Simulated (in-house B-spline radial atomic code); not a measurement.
**Solving the quasi-particle equation for 5d up of Au VII (Au6+)**

Configuration [Xe] 4f14 5d5, highest spin, start HSE06; correlation leaves out the 10 deepest shells. Computed with a B-spline radial code for spherical atoms: all electrons, scalar-relativistic (spin-free one-electron X2C), finite nucleus, each spin shell either full or empty, empty states to l = 9 with an (l + 1/2)⁻⁴ tail; G0W0 by contour deformation at full frequency.

At the mean-field level ε = -90.102 eV the matrix elements are Σx = -40.654 eV, v_xc = -33.966 eV and Σc(ε) = -0.738 eV, and the slope of the correlation self-energy is dΣc/dω = -0.0291. The quasi-particle energy solves E = ε + Σx − v_xc + Σc(E).

Problem. What does the linearised equation give?

Solution. Z = 1/(1 − dΣc/dω) = 1/1.0291 = 0.9717. The first-order shift is Σx − v_xc + Σc(ε) = -40.654 − (-33.966) + (-0.738) = -7.426 eV, so E ≈ ε + Z × shift = -90.102 + 0.9717 × (-7.426) = -97.318 eV.

Problem. How does that compare with the full solution and with static screening?

Solution. Solving the equation at full frequency dependence gives E = -97.306 eV, where Σc = -0.516 eV and the weight is 0.968; the linearised value is off by 12 meV. Leaving Z out would give -97.528 eV. Static COHSEX puts -3.080 eV in place of Σc and gives -99.870 eV, 2.56 eV deeper.
